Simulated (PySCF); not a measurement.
Structure elucidation problem

Molecular formula: C8H9NSi. Simulated spectra:

¹H NMR (300 MHz, computed): δ 7.70 (d, 1H), 7.29 (m, 1H), 7.19 (m, 1H), 6.74 (d, 1H), 6.15 (m, 1H), 4.84 (m, 2H), 3.68 (br s, 2H).

¹³C{¹H} NMR (computed): δ 152.7, 147.2, 141.4, 136.1, 134.2, 129.3, 128.2, 120.7.

- GFN2-xTB structure
- σ from GIAO-PBE0/pcSseg-1
- code: PySCF 2.14.0 with density-fitted response routines
- averaged over atoms made equivalent by symmetry, fast rotation or ring inversion, one conformer, no relativistic terms, no solvent

Scale: ¹H and ¹³C against TMS (reference shieldings calculated alike).

Problem. What is the structure?

Solution. 
1. Rings plus π bonds: 6 (2 rings in the answer).
2. 8 carbon signals for 8 carbons: no two carbons are equivalent.
3. Carbon types of the structure: 3 × C, 5 × CH, leaving 4 H on heteroatoms.
4. δC 152.7, 128.2: alkene CH; as expected for a trigonal carbon in a double bond.
5. δC 147.2: aromatic carbon bearing nitrogen; the electronegative substituent deshields the carbon that carries it.
6. δC 141.4, 136.1: substituted aromatic carbon.
7. δC 134.2, 129.3, 120.7: aromatic CH.
8. δH 7.70, 6.15: hydrogen on an alkene CH; a vinylic proton, deshielded by the sp2 carbon and the C=C anisotropy.
9. δH 7.29, 7.19, 6.74: hydrogen on an aromatic CH.
10. δH 3.68: hydrogen on an aniline-type nitrogen; exchangeable, gas-phase position.

The compound is SMILES Nc1cccc2c1C=C[SiH2]2.

The shifts were computed for this structure.

OH and NH positions are those of a molecule without intermolecular hydrogen bonds; in solution they move with solvent, concentration and temperature, and exchange usually removes their couplings. Shifts are as computed. Against solution values, carbons near 30 ppm lie about +3 ppm off and those near 130 ppm about +5 ppm. Of 1211 compounds with measured shifts, 218 miss one by over three times the rms of a fit or turn the order of signals round; such compounds aren't used in these exercises. Multiplicities follow the n + 1 count of equivalent neighbours, as no J values were calculated; m marks all less simple cases, F and P coupling included.
